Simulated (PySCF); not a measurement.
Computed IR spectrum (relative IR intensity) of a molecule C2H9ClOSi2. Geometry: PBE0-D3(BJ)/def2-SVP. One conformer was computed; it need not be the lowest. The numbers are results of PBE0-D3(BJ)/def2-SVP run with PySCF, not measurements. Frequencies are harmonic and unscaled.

Lines under 2 % of the strongest are left out, and lines within 2 cm⁻¹ are merged.

```json
[
 {"ν (cm⁻¹)": "134", "relative intensity": "2.5"},
 {"ν (cm⁻¹)": "169", "relative intensity": "3.2"},
 {"ν (cm⁻¹)": "230", "relative intensity": "14"},
 {"ν (cm⁻¹)": "293", "relative intensity": "54"},
 {"ν (cm⁻¹)": "400", "relative intensity": "3.6"},
 {"ν (cm⁻¹)": "442", "relative intensity": "4.0"},
 {"ν (cm⁻¹)": "501", "relative intensity": "11"},
 {"ν (cm⁻¹)": "516", "relative intensity": "21"},
 {"ν (cm⁻¹)": "551", "relative intensity": "19"},
 {"ν (cm⁻¹)": "687", "relative intensity": "17"},
 {"ν (cm⁻¹)": "719", "relative intensity": "12"},
 {"ν (cm⁻¹)": "764", "relative intensity": "100"},
 {"ν (cm⁻¹)": "808", "relative intensity": "34"},
 {"ν (cm⁻¹)": "873", "relative intensity": "73"},
 {"ν (cm⁻¹)": "932", "relative intensity": "41"},
 {"ν (cm⁻¹)": "997", "relative intensity": "16"},
 {"ν (cm⁻¹)": "1121", "relative intensity": "63"},
 {"ν (cm⁻¹)": "1168", "relative intensity": "3.6"},
 {"ν (cm⁻¹)": "1218", "relative intensity": "10"},
 {"ν (cm⁻¹)": "1284", "relative intensity": "33"},
 {"ν (cm⁻¹)": "1405", "relative intensity": "4.0"},
 {"ν (cm⁻¹)": "1447", "relative intensity": "11"},
 {"ν (cm⁻¹)": "2207", "relative intensity": "44"},
 {"ν (cm⁻¹)": "2223", "relative intensity": "3.2"},
 {"ν (cm⁻¹)": "2226", "relative intensity": "73"},
 {"ν (cm⁻¹)": "2236", "relative intensity": "58"},
 {"ν (cm⁻¹)": "2989", "relative intensity": "40"},
 {"ν (cm⁻¹)": "3028", "relative intensity": "28"},
 {"ν (cm⁻¹)": "3070", "relative intensity": "2.2"},
 {"ν (cm⁻¹)": "3901", "relative intensity": "32"}
]
```

Pick the molecule that these values belong to.
(A) CO[Si@@](C)([SiH3])Cl
(B) OCC[Si@H]([SiH3])Cl
(C) CC[Si@H](O)[SiH2]Cl
(D) C[SiH2][Si@H](Cl)CO

B, OCC[Si@H]([SiH3])Cl
